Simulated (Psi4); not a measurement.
O$_{2}$Si, triplet, geometry from GFN2-xTB (a higher spin typed on purpose: for a closed-shell molecule this is an excited state).

Input for Psi4:
```
memory 2 GB

molecule {
0 3
  O    -1.25209476    0.43857993   -0.24641232
  Si   -0.03540361   -0.36887068    0.27017815
  O     1.31405109    0.20694376   -0.22639944
}

set basis 6-31g*
set reference uks

energy('pbe0')
print_variables()
```

Task: Predict the dipole moment from PBE0/6-31G* run with Psi4 1.11.

Result: 2.25 D

Task: Give the nuclear repulsion energy at the level PBE0/6-31G*.

Result: 89.6715 Eh

Task: What is the computed <S^2> (PBE0/6-31G*)?

Result: 2.012

Task: Give the number of basis functions at the level PBE0/6-31G*.

Result: 49

Task: Estimate the total energy that PBE0/6-31G* returns for this input.

Result: -439.5519 Eh

These values belong to the state on which the SCF converged, which isn't shown to be the lowest.
